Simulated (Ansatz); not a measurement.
Coupled-cluster diagnostics for (CuOH)2 ring (Cu₂O₂H₂), Ansatz.

Geometry of the singlet (PBE-D4/def2-SVP):

```xyz
6

Cu    0.424   -1.005    0.295
O    -0.857    0.046    1.388
Cu   -0.426    1.004   -0.296
O     0.857   -0.046   -1.388
H    -1.757   -0.334    1.393
H     1.757    0.334   -1.392
```

Correlated methods freeze 20 core orbitals.

(1) Estimate the CCSD(T) correlation energy, the shares of MP2 and (T), T1 and the reference's ⟨S²⟩ for: charge 0, singlet, own geometry in def2-TZVPP; and the rough time on 2 threads of Arm Neoverse V2 on a shared host.

## Answers

(1) 
```json
{"state": "charge 0, singlet, own geometry", "basis": "def2-TZVPP", "correlation (eV)": "-39.593", "MP2 share (%)": "105.3", "(T) share (%)": "4.0", "T1": "0.031", "⟨S²⟩ (pure)": "0.00 (0.00)", "wall time": "3.8 min"}
```
Customary marks for T1 are 0.02 (closed shells), 0.045 (open shells) and about 0.05 (3d metals). T1 exceeds 0.02 in 1 of 1 rows and 0.045 in 0; the higher it lies, the less the single-reference result can be trusted.
